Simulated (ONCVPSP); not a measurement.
# antimony (Sb): ONCV pseudisation with BLYP, scalar-relativistic reference atom.

```json
{
 "Element": "Sb",
 "Generator": "ONCVPSP 4.0.1",
 "Type": "optimised norm-conserving Vanderbilt (ONCV)",
 "Functional": "BLYP",
 "Relativity": "scalar-relativistic",
 "Frozen core": "[Ar] 3d10",
 "Valence charge": "23",
 "Reference configuration": "4s2 4p6 4d10 5s1 5p4",
 "Partial waves": "4s+5s: rc 1.20 bohr, ncon 4, nbas 8, qcut 6.5 1/bohr, 2 projectors; 4p+5p: rc 1.02 bohr, ncon 4, nbas 7, qcut 10.5 1/bohr, 3 projectors, debl 1.2 Ha; 4d: rc 1.20 bohr, ncon 4, nbas 9, qcut 11.4 1/bohr, 2 projectors, debl 1.4 Ha",
 "Local potential": "polynomial inside 0.86 bohr (lpopt 4, dvloc0 2 Ha)",
 "Core correction": "none"
}
```

Poles of the logarithmic derivatives, all-electron (AE) and pseudo (PS). s: poles at -4.4 (AE) and -4.4 (PS) Ha. p: poles at -0.2 (AE) and -0.2 (PS) Ha. d: poles at 0.9 (AE) and 0.9 (PS) Ha. Test radii: s 1.22, p 1.04, d 1.22 bohr.

- Cutoffs needed: 103 Ha and 130 Ha (the cutoffs (Ha) at which the residual kinetic energy of the hardest occupied pseudo-wave falls to 1 and 0.1 mHa per electron)
- Ghost test: no bound ghost flagged; GHOST(+) flagged for s at 306.6 eV
- Largest excitation error: -3.0 meV (all-electron minus pseudo) for 4s2 4p6 4d10 5s2 5p1, out of 4 test configurations
